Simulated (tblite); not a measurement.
Compound: C8H7N.
SMILES with atom numbers: `[NH2:1][C:2]1=[CH:3][CH:4]=[C:5]2[CH:6]=[CH:7][CH:8]=[C:9]12` (hydrogens: H10, H11 on N1; H12 on C3; H13 on C4; H14 on C6; H15 on C7; H16 on C8)

Structure used (GFN2-xTB), in Å, numbered top down from 1:
```
atom  x, y, z in Å
N1    -2.007   -1.556   -0.165
C2    -1.210   -0.486   -0.027
C3    -1.729    0.875    0.210
C4    -0.695    1.735    0.304
C5     0.529    0.971    0.132
C6     1.892    1.064    0.089
C7     2.409   -0.261   -0.142
C8     1.378   -1.147   -0.239
C9     0.163   -0.399   -0.070
H10   -3.006   -1.461   -0.109
H11   -1.612   -2.465   -0.326
H12   -2.778    1.096    0.289
H13   -0.753    2.795    0.473
H14    2.501    1.945    0.203
H15    3.456   -0.492   -0.222
H16    1.455   -2.206   -0.411
```

Method: GFN2-xTB as coded in tblite; computed harmonic values from a numerical Hessian at the method's own geometry, unscaled. The method is semi-empirical: single wavenumbers can be off by several per cent or more.

How many normal modes are there?

16 atoms, non-linear: 3N − 6 = 42.

What is the point group of the computed structure, and how do the modes divide by symmetry?

Cs. The vibrations span 29 a′ + 13 a″.

How many distinct wavenumbers does the calculation give?

42: Cs has no degenerate species.

How many fundamentals are allowed in the infrared by symmetry?

42 of 42: in Cs every mode is allowed. All fundamentals are allowed in the Raman spectrum.

Which of the modes above 1550 cm⁻¹ are stretches that can be named?

=C–H 3112, 3116, 3118, 3132, 3136; N–H 3481, 3544; not assigned to one kind of bond 1583, 1654 cm⁻¹.

Zero-point energy?

Half the sum of the wavenumbers, 26962 cm⁻¹, or 322.5 kJ/mol from 42 modes, 154.8 kJ/mol of it from above 1550 cm⁻¹.

How are the modes spread over the spectrum?

2 under 200 cm⁻¹; 7 from 200 to 600 cm⁻¹; 11 from 600 to 1000 cm⁻¹; 13 from 1000 to 1550 cm⁻¹; 2 from 1550 to 2000 cm⁻¹; 7 above 2600 cm⁻¹.

How far is the lowest real mode excited at 298.15 K, as a harmonic oscillator?

125.5 cm⁻¹ is a vibrational temperature θ of 181 K. The population of v = 1 over v = 0 is exp(−θ/T) = 0.55, and the mean quantum number is 1.2.
